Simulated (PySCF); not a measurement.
**Dipole moment and polarisability of `CC[SiH2]CO[SiH3]`**

Compound: C3H12OSi2.
Numbering: `[CH3:1][CH2:2][SiH2:3][CH2:4][O:5][SiH3:6]` (hydrogens: H7, H8, H9 on C1; H10, H11 on C2; H12, H13 on Si3; H14, H15 on C4; H16, H17, H18 on Si6)

Geometry (GFN2-xTB, Å), atoms numbered from 1 in this order:
```
atom  x, y, z in Å
C1    -2.624    1.083   -0.361
C2    -1.478    0.161    0.045
Si3   -0.381   -0.365   -1.415
C4     1.032   -1.477   -0.757
O5     1.691   -0.944    0.364
Si6    2.726    0.286    0.487
H7    -3.223    1.362    0.504
H8    -2.242    1.992   -0.820
H9    -3.274    0.591   -1.081
H10   -0.862    0.666    0.792
H11   -1.891   -0.722    0.537
H12   -1.118   -1.165   -2.402
H13    0.200    0.806   -2.084
H14    0.637   -2.450   -0.446
H15    1.758   -1.669   -1.553
H16    3.045    0.174    1.901
H17    2.105    1.570    0.138
H18    3.889    0.107   -0.390
```

Level: CAM-B3LYP/def2-SVPD (PySCF), static field, nuclei fixed, core orbitals frozen in the response. The polarisability tensor in these axes (au):

```
x   102.95  -4.25   3.47
y    -4.25  86.85   3.21
z     3.47   3.21  88.41
```

Task: What are the eigenvalues, a third of the trace, and Δα (Δα² = ½Σ(αi − αj)² over the three pairs)?

Result: Principal values 82.83, 90.93 and 104.45 au; mean 92.74 au = 13.74 Å³ = 15.29 × 10⁻⁴⁰ C²·m²/J; Δα = 18.92 au (20 % of the mean).

Task: What is the dipole moment, and where does it point?

Result: (-0.53, 0.04, -0.47) D, 0.71 D in size, pointing from the negative to the positive side. Measured along this direction, the outermost atoms are H16 at the negative end and H9 at the positive end.

Task: Rayleigh depolarisation ratio (linearly polarised light, static tensor)?

Result: ρ = 3Δα²/(45ᾱ² + 4Δα²) = 1073.5/(386998 + 1431.3) = 0.00276.

Task: What would n − 1 = 2πNα be for an ideal gas of these molecules at 350 K and 1 atm, electronic part alone?

Result: N = p/kT = 2.0968 × 10¹⁹ cm⁻³, so n − 1 = 2π × N × 13.74 × 10⁻²⁴ cm³ = 1810 × 10⁻⁶ at long wavelengths, for an ideal gas.

Task: Traceless (Buckingham) quadrupole moment about the centre of nuclear charge: eigenvalues?

Result: -4.99, 2.42, 2.57 D·Å. The values depend on the origin, since the dipole doesn't vanish. The electronic extent ⟨r²⟩ about the same centre is 1346 bohr², a root-mean-square distance of 2.39 Å for the 66 electrons.

Task: Along which axes do the principal values lie, and how far do the nuclei extend along each?

Result: Largest value along (0.96, -0.20, 0.17), where the nuclei span 7.12 Å; middle along (-0.01, 0.62, 0.78), 4.18 Å; least along (0.26, 0.76, -0.60), 3.33 Å. The response follows the extents in order.

Task: What molar refraction does this α imply?

Result: Lorentz–Lorenz: R = (4π/3)N_A α = 2.5225 cm³/(mol·Å³) × 13.74 Å³ = 34.7 cm³/mol, in the limit of long wavelengths.

Geometry: GFN2-xTB, one conformer, isolated molecule.
